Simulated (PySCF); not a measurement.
## One molecule, many functionals

Compound: FGeH₄P.
Atom-mapped SMILES: `[F:1][GeH2:2][PH2:3]` (hydrogens: H4, H5 on Ge2; H6, H7 on P3)

Structure used (PBE0-D3(BJ)/def2-SVP), in Å, numbered top down from 1:
```
atom  x, y, z in Å
F1    -1.5801    1.5434   -0.0906
Ge2   -0.8001   -0.0139    0.0392
P3     1.4338    0.3994    0.4904
H4    -1.0798   -0.7264   -1.2962
H5    -1.4604   -0.7378    1.2259
H6     1.7205   -1.0034    0.4928
H7     1.7733    0.5472   -0.8895
```

Linear-response calculations in the def2-SVPD basis (PySCF; singlets by full response, triplets Tamm–Dancoff, core orbitals frozen in the response; HF means time-dependent Hartree–Fock). 'Strongest' is the level of largest summed f among the singlets computed (10 roots, of which the last may lack a degenerate partner); it can jump between rows when another state enters that window. S1 is the lowest singlet of each run and needn't be the same state throughout; f(S1) is that of one state. The structure is a single PBE0-D3(BJ)/def2-SVP conformer in the gas phase; no vibrational or solvent corrections. The LDA/def2-SVPD calculation is non-relativistic and has no spin–orbit coupling, an omission that weighs most on germanium.

```
functional                               kind  S1 (eV)  f(S1)  strongest (eV)  T1 (eV)  HOMO (eV)  gap (eV)  ionisation energy, ΔSCF (eV)
       LDA                                LDA     5.66  0.002            6.17     5.25      -6.93      5.53                         10.11
       PBE                                GGA     5.79  0.003            6.67     5.16      -6.84      5.64                          9.95
     B3LYP  global hybrid, 20% exact exchange     6.20  0.007            6.88     5.33      -7.75      7.11                         10.14
      PBE0  global hybrid, 25% exact exchange     6.34  0.011            7.06     5.37      -7.97      7.57                         10.11
 BHandHLYP  global hybrid, 50% exact exchange     6.66  0.025            7.25     5.52      -8.95      9.31                         10.11
 CAM-B3LYP             range-separated hybrid     6.50  0.014            7.09     5.45      -9.22      9.70                         10.20
   wB97X-D             range-separated hybrid     6.57  0.014            6.90     5.62      -9.77     11.04                         10.19
   LC-wPBE             range-separated hybrid     6.78  0.021            8.98     5.55     -10.55     12.10                         10.23
        HF                       Hartree–Fock     7.06  0.032            7.78     5.53     -10.49     12.58                   not settled
```

S1 runs from 5.66 eV (LDA) to 7.06 eV (HF), a spread of 1.39 eV, while the orbital gap spreads over 7.0 eV. Along PBE (0%), B3LYP (20%), PBE0 (25%), BHandHLYP (50%), HF (100%) S1 rises with the share of exact exchange. −ε(HOMO) comes closest to its own ΔSCF ionisation energy with LC-wPBE (+0.32 eV) and misses most with LDA (-3.18 eV). 'Not settled' means that the ion's SCF failed to converge or may have ended in another state than the lowest.

Without π bonds the low states are Rydberg-like; a valence basis with one diffuse set may place them up to an eV too high.
